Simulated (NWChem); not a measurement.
# Atomisation of CH3Si

```
C
H 1 1.1031
H 1 1.1031 2 109.49
H 1 1.1114 2 106.36 3 -114.54
Si 1 1.8989 2 115.12 4 -113.92
```
Charge 0, spin multiplicity 2.

The numbers come from NWChem runs, not from measurements. Structure: optimised with UPBE0/def2-SVP, a minimum by its harmonic frequencies.

Basis set: def2-TZVP. The atomisation energy is electronic alone: no zero-point, thermal, spin-orbit or counterpoise terms. No value is extrapolated to the basis-set limit. Free atoms are single determinants with multiplicities C 3, Si 3, H 2. Correlated methods freeze the same cores in atoms and molecule, 6 orbitals in all.

This spin state was chosen for the runs; another may lie lower. The structure started from a generated list of species. The unpaired electrons of the parent sit in orbitals of symmetry a" (Cs labels of the run); other states weren't searched. The stability of the SCF solutions was not checked. Open-shell Hartree-Fock references start from PBE0 orbitals. No row is a measurement; the coupled-cluster row has its own basis-set and correlation limits.

Order these methods by the atomisation energy they give, lowest first: r2SCAN, MP2, CCSD(T), HF, PBE.

HF (283.5 kcal/mol), MP2 (363.0 kcal/mol), CCSD(T) (364.1 kcal/mol), r2SCAN (378.5 kcal/mol), PBE (382.3 kcal/mol)
